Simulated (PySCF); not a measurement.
HIn, charge -1, doublet, at a GFN2-xTB geometry (such geometries of metal compounds can be far from the true shape) (a state made from the parent by changing its charge; the spin is typed, not shown lowest) (core potentials on In) (in this run its highest filled SCF level lies above zero, so its values depend strongly on the basis, on diffuse functions most of all); PySCF with PBE0/def2-SVP.

Input for PySCF:
```python
from pyscf import gto, scf, dft

mol = gto.M(
    atom='''
In   -0.000000   -0.000000   -0.035763
H     0.000000    0.000000    1.752387
''',
    basis='def2-svp',
    ecp={'In': 'def2-svp'},
    charge=-1,
    spin=1,
    verbose=4,
)

mf = dft.UKS(mol)
mf.xc = 'pbe0'
mf.kernel()
```

What the program printed (banner, timings and long lists left out):

```
PySCF version 2.14.0

[INPUT] verbose = 4
[INPUT] num. atoms = 2
[INPUT] num. electrons = 23
[INPUT] charge = -1
[INPUT] spin (= nelec alpha-beta = 2S) = 1
[INPUT] symmetry False subgroup None
[INPUT] Mole.unit = angstrom
[INPUT] Symbol           X                Y                Z      unit          X                Y                Z       unit  Magmom
[INPUT]  1 In     0.000000000000   0.000000000000  -0.035763000000 AA    0.000000000000   0.000000000000  -0.067582275393 Bohr   0.0
[INPUT]  2 H      0.000000000000   0.000000000000   1.752387000000 AA    0.000000000000   0.000000000000   3.311531494248 Bohr   0.0

nuclear repulsion = 6.21464722160893
number of shells = 13
number of NR pGTOs = 68
number of NR cGTOs = 31
basis = def2-svp
ecp = {'In': 'def2-svp'}

******** <class 'pyscf.dft.uks.UKS'> ********
method = UKS
initial guess = minao
damping factor = 0
level_shift factor = 0
DIIS = <class 'pyscf.scf.diis.CDIIS'>
diis_start_cycle = 1
diis_space = 8
diis_damp = 0
SCF conv_tol = 1e-09
SCF conv_tol_grad = None
SCF max_cycles = 50
direct_scf = True
direct_scf_tol = 1e-13
number electrons alpha = 12  beta = 11
XC library pyscf.dft.libxc version 7.1.2
    S. Lehtola, C. Steigemann, M. J. T. Oliveira, and M. A. L. Marques,  SoftwareX 7, 1–5 (2018)
XC functionals = pbe0
    C. Adamo and V. Barone,  J. Chem. Phys. 110, 6158 (1999)
    M. Ernzerhof and G. E. Scuseria,  J. Chem. Phys. 110, 5029 (1999)
radial grids:
    Treutler-Ahlrichs [JCP 102, 346 (1995); DOI:10.1063/1.469408] (M4) radial grids

becke partition: Becke, JCP 88, 2547 (1988); DOI:10.1063/1.454033
pruning grids: <function nwchem_prune>
grids dens level: 3
symmetrized grids: False
atomic radii adjust function: <function treutler_atomic_radii_adjust>
small_rho_cutoff = 0
Set gradient conv threshold to 3.16228e-05
tot grids = 31688
init E= -169.683265637776

cycle= 1 E= -190.024765485093  delta_E= -20.3  |g|= 1.13  |ddm|= 8.57
cycle= 2 E= -190.060216105525  delta_E= -0.0355  |g|= 1.32  |ddm|= 3.99
cycle= 3 E= -190.703558023757  delta_E= -0.643  |g|= 0.0245  |ddm|= 1.55
cycle= 4 E= -190.703965157208  delta_E= -0.000407  |g|= 0.0117  |ddm|= 0.0938
cycle= 5 E= -190.704132367525  delta_E= -0.000167  |g|= 0.00242  |ddm|= 0.036
cycle= 6 E= -190.704139816491  delta_E= -7.45e-06  |g|= 0.000317  |ddm|= 0.00799
cycle= 7 E= -190.704140119084  delta_E= -3.03e-07  |g|= 6.57e-05  |ddm|= 0.00245
cycle= 8 E= -190.704140135895  delta_E= -1.68e-08  |g|= 2.06e-05  |ddm|= 0.000556
cycle= 9 E= -190.704140137677  delta_E= -1.78e-09  |g|= 6.12e-06  |ddm|= 0.000165
cycle= 10 E= -190.704140137808  delta_E= -1.31e-10  |g|= 4.26e-07  |ddm|= 5.09e-05
Extra cycle  E= -190.704140137809  delta_E= -7.11e-13  |g|= 1.45e-07  |ddm|= 2.03e-06
converged SCF energy = -190.704140137809  <S^2> = 0.75281682  2S+1 = 2.0028148
```
